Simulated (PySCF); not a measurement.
Species: para-fluorobenzonitrile, C7H4FN.
SMILES with atom numbers: `[N:1]#[C:2][c:3]1[cH:4][cH:5][c:6]([F:7])[cH:8][cH:9]1` (hydrogens: H10 on C4; H11 on C5; H12 on C8; H13 on C9)

A GFN2-xTB structure was refined with PySCF, PBE0-D3(BJ)/def2-TZVP geometry optimisation, gas phase. Its GFN2-xTB values:

```
coordinate  GFN2-xTB
     N1≡C2   1.175 Å
     C2–C3   1.429 Å
     C3–C4   1.358 Å
     C4–C5   1.413 Å
    C4–H10   1.073 Å
     C5–C6   1.397 Å
    C5–H11   1.082 Å
     C6–F7   1.330 Å
  N1–C2–C3    179.2°
  C2–C3–C4    118.3°
  C3–C4–C5    119.0°
  C4–C3–C9    122.6°
  C4–C5–C6    118.1°
  C5–C6–F7    118.7°
  C5–C6–C8    121.7°
```

Problem. How do these coordinates change at the PBE0-D3(BJ)/def2-TZVP level?

Solution. 
```
coordinate  PBE0-D3(BJ)/def2-TZVP (Å or °)  change
     C3–C4                           1.395  +0.037
     C4–C5                           1.382  -0.031
     N1≡C2                           1.152  -0.023
     C5–C6                           1.383  -0.014
    C4–H10                           1.083  +0.010
     C2–C3                           1.426  -0.003
     C6–F7                           1.333  +0.003
    C5–H11                           1.082   0.000
  C4–C3–C9                           120.0    -2.6
  C2–C3–C4                           120.0    +1.7
  C3–C4–C5                           120.1    +1.1
  C5–C6–C8                           122.4    +0.7
  N1–C2–C3                           179.9    +0.7
  C4–C5–C6                           118.7    +0.6
  C5–C6–F7                           118.8    +0.1
```

The energy falls by 12.4 kJ/mol over 9 energy and gradient evaluations, the largest force component goes from 0.0515 to 1.7e-04 Eh/bohr, and the atoms move by 0.019 Å rms after alignment. The bond that changes most is C3–C4 (substituted aromatic carbon to aromatic CH carbon), which lengthens by 0.037 Å. Bonds longer at the end by more than 0.005 Å: 4 of 13; shorter: 4. Rotational constants go from 5656, 983.2, 837.6 to 5695, 981.5, 837.2 MHz.

The run used 303 basis functions and 72 SCF cycles in all. On one thread, Arm Neoverse V1 (aarch64) (shared host), this took 6.8 min of wall time and 1.7 GiB of memory at its peak.

Not checked by PBE0-D3(BJ)/def2-TZVP frequencies.
